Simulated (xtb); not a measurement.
Si(H)2(I)(OH) (H3IOSi), SMILES O[SiH2]I. All values are semi-empirical tight-binding results from xtb (GFN2-xTB unless named), good for trends rather than for accurate numbers. The structure is a stationary point at GFN2-xTB. Other conformers were not sampled.

| Quantity | Value |
|---|---|
| orbital gap | 5.70 eV |
| zero-point energy | 19.4 kcal/mol |
| G − E(el) at 298.15 K (modified RRHO) | 0.9 kcal/mol |
| static polarisability (D4 model) | 68.0 bohr³ |
| solvation energy, GFN2-xTB/ALPB(water) | -5.0 kcal/mol |
| solvation energy, GFN2-xTB/ALPB(hexane) | -3.2 kcal/mol |
